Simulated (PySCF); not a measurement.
Sc(OH)2 (H2O2Sc), SMILES [OH][Sc][OH] (connectivity only; charge and spin as stated), neutral, multiplicity 2. Geometry: PBE-D3(BJ)/def2-TZVP. One conformer was computed; it need not be the lowest.

Level of theory: PBE-D3(BJ)/def2-TZVP (PySCF).

Harmonic wavenumbers (cm⁻¹): 124, 311, 326, 337, 365, 688, 724, 3830, 3832. Rotational constants (GHz): 29.55, 5.225, 4.440; symmetry number 2.

**Question.** Work out the zero-point energy and the ideal-gas rigid-rotor harmonic-oscillator thermochemistry at 298.15 K and 1 atm.

**Answer.** ZPE = ½ Σ hcν = ½ × 10537 cm⁻¹ = 15.06 kcal/mol. H − E(el) = 18.96 kcal/mol. Entropy in cal/(mol K): translation 39.01, rotation 22.29, vibration 8.59, spin 1.38, total 71.27. G − E(el) = -2.29 kcal/mol. Cp = 17.94 cal/(mol K). Modes under 150 cm⁻¹ make the vibrational entropy uncertain.
